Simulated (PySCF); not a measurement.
Sb(Me)3 (C3H9Sb), SMILES [Sb]([CH3])([CH3])[CH3]. Atoms are numbered in the order given.

```xyz
13

Sb     0.0000     0.0000     0.4297
C      1.6026    -0.9253    -0.7463
H      1.6694    -1.9963    -0.5042
H      2.5635    -0.4476    -0.5042
H      1.3943    -0.8050    -1.8197
C      0.0000     1.8506    -0.7463
H      0.8941     2.4438    -0.5042
H     -0.8941     2.4438    -0.5042
H      0.0000     1.6100    -1.8197
C     -1.6026    -0.9253    -0.7463
H     -1.6694    -1.9963    -0.5042
H     -1.3943    -0.8050    -1.8197
H     -2.5635    -0.4476    -0.5042
```

Coordinates come from a B3LYP-D3(BJ)/def2-SVP optimisation. The isomer is the one that the SMILES or the coordinates give; other isomers of the formula were not compared. The def2 effective core potentials stand for the cores of Sb; spin–orbit coupling is left out.

The numbers are results of M06-2X/def2-TZVP in PySCF, not measurements.

ESP charges are fitted to the potential on shells at 1.4 to 2.0 van der Waals radii. Atomic charges (e):

| atom | Löwdin | ESP fit |
|---|---|---|
| Sb1 | 0.65 | 0.14 |
| C2 | -0.55 | -0.42 |
| H3 | 0.11 | 0.13 |
| H4 | 0.11 | 0.13 |
| H5 | 0.11 | 0.13 |
| C6 | -0.55 | -0.61 |
| H7 | 0.11 | 0.18 |
| H8 | 0.11 | 0.18 |
| H9 | 0.11 | 0.18 |
| C10 | -0.55 | -0.42 |
| H11 | 0.11 | 0.13 |
| H12 | 0.11 | 0.13 |
| H13 | 0.11 | 0.13 |
